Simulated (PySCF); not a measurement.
Isomers of C3H9B, mass 56.080 u with the commonest isotopes. Theory: PBE0-D3(BJ)/def2-SVP geometry optimisation, gas phase (PySCF 2.14.0). One conformer each, none proved a minimum here; rigid rotors.

Question: Order these by rotational constant A, largest first.
A. `CB(C)C` (trimethylborane)
B. `[BH2:1][CH:2]([CH3:3])[CH3:4]` with H–B1–C2–C3 163° and -24°
C. `[CH3:1][BH:2][CH2:3][CH3:4]` with C1–B2–C3–C4 -2°
D. `[BH2:1][CH2:2][CH2:3][CH3:4]` with H–B1–C2–C3 2° and -179°, B1–C2–C3–C4 -179°

Answer: D (25186 MHz), C (13359 MHz), B (8003 MHz), A (7315 MHz).

Question: Order these by dipole moment, largest first.
A. `CB(C)C` (trimethylborane)
B. `[BH2:1][CH2:2][CH2:3][CH3:4]` with H–B1–C2–C3 2° and -179°, B1–C2–C3–C4 -179°
C. `[CH3:1][BH:2][CH2:3][CH3:4]` with C1–B2–C3–C4 -2°

Answer: B (0.70 D), C (0.43 D), A (0.04 D).

Question: Order these by rotational constant B, smallest first.
A. trimethylborane (`CB(C)C`)
B. `[BH2:1][CH:2]([CH3:3])[CH3:4]` with H–B1–C2–C3 163° and -24°
C. `[BH2:1][CH2:2][CH2:3][CH3:4]` with H–B1–C2–C3 2° and -179°, B1–C2–C3–C4 -179°
D. `[CH3:1][BH:2][CH2:3][CH3:4]` with C1–B2–C3–C4 -2°

Answer: C (3731 MHz), D (4730 MHz), A (7245 MHz), B (7953 MHz).

```tsv
SMILES	point group	Ia (u·Å²)	Ib (u·Å²)	Ic (u·Å²)	κ	μa (D)	μb (D)	μc (D)
BCCC	–	20.07	135.44	146.23	-0.97	0.62	0.32	0.00
CB(C)C	–	69.09	69.76	129.59	0.96	0.03	0.02	0.02
CBCC	–	37.83	106.84	135.44	-0.79	0.19	0.37	0.13
BC(C)C	Cs	63.15	63.54	114.73	0.97	0.00	0.67	0.26
```
